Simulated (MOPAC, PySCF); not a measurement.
C$_{11}$H$_{7}$N, SMILES `c1cccc2cc(C#N)cc-2c1`, neutral singlet in the gas phase. 

Cartesian coordinates (Å):
```xyz
19

N      5.0324     0.4485     0.0243
C      3.8751     0.3449     0.0190
C      2.4547     0.2183     0.0121
C      1.7383    -0.9232     0.4433
C      0.3671    -0.6634     0.2826
C     -0.6682    -1.5458     0.5962
C     -2.0475    -1.3628     0.4661
C     -2.7386    -0.2437    -0.0134
C     -2.2512     0.9802    -0.4872
C     -0.9247     1.4040    -0.6040
C      0.2470     0.7179    -0.2794
C      1.5523     1.2158    -0.4269
H      2.1760    -1.8411     0.8313
H     -0.3503    -2.5133     0.9993
H     -2.6701    -2.2049     0.7803
H     -3.8290    -0.3407    -0.0187
H     -3.0096     1.6996    -0.8083
H     -0.7786     2.4127    -1.0049
H      1.8248     2.1969    -0.8116
```
Charge 0, multiplicity 1.

All levels are single points at this geometry (B3LYP-D3(BJ)/def2-SVP); Pople sets use spherical d functions. Orbital energies aren't observables, and empty levels follow the basis.

```tsv
level	HOMO (eV)	LUMO (eV)	gap (eV)	dipole (D)	vertical IE, Delta-SCF (eV)
B3LYP-D3(BJ)/def2-TZVP in PySCF	-6.16	-3.02	3.15	6.61	7.87
B3LYP/3-21G in PySCF	-5.87	-2.63	3.25	6.16	–
HF/3-21G in PySCF	-7.67	0.54	8.21	7.20	–
AM1 in MOPAC	-8.38	-1.59	6.79	5.91	–
PM3 in MOPAC	-8.49	-1.77	6.73	6.20	–
PM6 in MOPAC	-8.64	-1.77	6.87	6.91	–
```
